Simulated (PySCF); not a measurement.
C₂H₇NP₂Si.
Bonds: C1–C2 (triple), C2–Si3, Si3–N4, Si3–P5, Si3–P6. Hydrogens: H7 on C1; H8, H9 on N4; H10, H11 on P5; H12, H13 on P6.

Theory: PBE0-D3(BJ)/def2-SVP geometry optimisation, gas phase (PySCF).

(1) What internal coordinates does the optimisation give?

Results:

(1) 
```
                   bond  length (bohr)
                  C1≡C2          2.304
                 C2–Si3          3.484
                 Si3–N4          3.264
         Si3–P5, Si3–P6          4.274
                  C1–H7          2.033
           N4–H8, N4–H9          1.918
P5–H10 and 3 like bonds          2.703
```

Bonds in one row agree within 0.02 bohr and their mean is given. A selection of angles:
```
     angle  degrees
  C2–C1–H7    179.7
 C1–C2–Si3    179.8
 C2–Si3–N4    114.1
 C2–Si3–P5    110.1
 N4–Si3–P5    107.5
 P5–Si3–P6    107.7
 Si3–N4–H8    118.7
  H8–N4–H9    110.3
Si3–P5–H10     92.2
Si3–P5–H11     93.1
H10–P5–H11     92.8
```

Si3 (four-coordinate silicon) is distorted tetrahedral (angles from 107.1° to 114.1°). N4 (silicon-bound nitrogen) has angles 119.1°, 118.7° and 110.3°, sum 348.1°, 0.24 Å off the plane of its three neighbours. P5 (three-coordinate phosphorus) is pyramidal (angles 93.1°, 92.8° and 92.2°, sum 278.1°, 0.88 Å off the plane of its three neighbours).

Point group: near Cs, missed by 0.13 Å at most; the miss may be what the optimiser left on a soft mode. No frequency check. One conformer, not necessarily the lowest (C2–Si3–N4–H -66° and 74°, C2–Si3–P5–H 45° and -48°, C2–Si3–P6–H 55° and -38°).

Hardware: Arm Neoverse V1, one thread, on a shared host. Cost: 92 s, 0.53 GiB resident at most. That covers the optimisation of the geometry.
